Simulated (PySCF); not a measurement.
# (F)2Ti(OSiH2)2O

Geometry:
```
atom   x (Å)   y (Å)   z (Å)
 Ti1   0.221  -1.560   0.755
  F2  -0.248  -1.817   2.388
  F3   0.906  -2.895  -0.080
  O4   1.364  -0.272   0.727
 Si5   1.262   1.208   0.079
  O6  -0.193   1.353  -0.649
 Si7  -1.484   0.372  -0.847
  O8  -1.169  -1.041  -0.119
  H9   1.272   2.189   1.166
 H10   2.263   1.315  -0.986
 H11  -2.596   1.015  -0.144
 H12  -1.598   0.133  -2.289
```

Method used: GIAO mPW1PW91/def2-SVP (def2-TZVP on Ti) magnetisability, rotational g tensor and spin-rotation constants, non-relativistic, gas phase (PySCF 2.14.0). Geometry: GFN2-xTB.

(1) How diamagnetic is it, and how anisotropic?

(2) Split it along the inertial axes a, b, c into diamagnetic and paramagnetic parts about the centre of mass, with the quadrupole moment.

(3) And the rotational g tensor?

Answers

(1) Isotropic -776 × 10⁻³⁰ J/T², or -46.7 × 10⁻⁶ cm³/mol; principal values -824, -761, -742 × 10⁻³⁰ J/T², anisotropy 74 × 10⁻³⁰ J/T² (root of half the summed squared differences of the principal values). The susceptibility is in cgs units.

(2) 
```
axis  χ (10⁻⁶ cm³/mol)  diamagnetic (10⁻⁶ cm³/mol)  paramagnetic (10⁻⁶ cm³/mol)  summed x² of all electrons (Å²)  quadrupole Θ (D Å)
   a             -44.7                      -791.7                        747.1                            232.0               -2.25
   b             -45.8                     -1240.1                       1194.2                            126.3               +6.58
   c             -49.6                     -1520.3                       1470.7                             60.3               -4.33
```
Anisotropies 2χaa − χbb − χcc = +6.1 and 2χbb − χaa − χcc = +2.6 × 10⁻⁶ cm³/mol. Θ is traceless in Buckingham's convention.

(3) 
```tsv
axis	rotational constant (GHz)	g	nuclear part	electronic part
a	1.7124	-0.0631	0.5379	-0.6010
b	0.9737	-0.0377	0.5085	-0.5463
c	0.7919	-0.0269	0.5202	-0.5471
```
Asymmetric top; isotopes 19F, 1H, 16O, 28Si, 48Ti; no vibrational averaging.
